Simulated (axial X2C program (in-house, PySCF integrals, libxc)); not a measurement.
IBr: from Re and ωe to a spectrum

A bond curve at the CCSD(T) level, 2c, was computed with an axial X2C code built on PySCF integrals (basis I dyall-cv3z [11s12p8d4f1g], Br dyall-cv3z [8s9p6d4f1g] (cores contracted in-house)) for the state Ω = 0 (closed shell). Its fit gives Re = 2.5013 Å, ωe = 260.1 cm⁻¹, ωexe = 0.797 cm⁻¹ and αe = 1.937e-04 cm⁻¹; the masses are 126.9045 and 78.9183 u. Two-component means X2C with spin–orbit coupling and atomic mean-field Coulomb and Gaunt terms.

Correlated methods: 14 electrons correlated (number of frozen shells: I 4 s, 3 p, 2 d; Br 3 s, 2 p, 1 d), 260 virtual spin orbitals or spinors in MP2, 90 natural virtuals in coupled cluster.

(1) Find the reduced mass, Be and the force constant.

(2) A Morse curve ties αe to the other constants (Pekeris). How well does that hold?

(3) Estimate De from a Morse curve and compare with the computed well depth of 1.585 eV to I + Br.

(4) Estimate the centrifugal constant by the Kratzer relation.

(5) Give B0, the J = 1←0 line in GHz and the most populated J at 300 K (kT = 208.5 cm⁻¹).

One determinant describes the state; a PBE0 search over occupations chose it and may have missed a lower one. De is counted from the lowest determinant-based energies of the atoms at the same level, without counterpoise correction. CCSD and (T) use frozen natural virtuals with an MP2 correction for the truncation; (T) itself is uncorrected, so its De runs slightly low.

Answers

(1) From the CCSD(T) values: μ = 48.6588 u. Be = 16.8576/(μ Re²) = 0.05537 cm⁻¹. k = 5.8918×10⁻⁷ μ ωe² = 1.94 mdyn/Å.

(2) αe(Morse) = 6Be²/ωe × (√(ωexe/Be) − 1) = 1.976e-04 cm⁻¹; the CCSD(T) curve gives 1.937e-04 cm⁻¹, a ratio of 1.02.

(3) De(Morse) = ωe²/(4ωexe) = 2.631 eV against 1.585 eV computed, a ratio of 1.66. The extrapolation overshoots: the well softens faster than a Morse curve, or the lowest atomic limit lies below the one to which the curve heads.

(4) D = 4Be³/ωe² = 1.00e-08 cm⁻¹.

(5) B0 = Be − αe/2 = 0.05528 cm⁻¹; 2B0 = 3.314 GHz; J(max) ≈ √(kT/2B0) − 1/2 = 42.9, so J = 43.
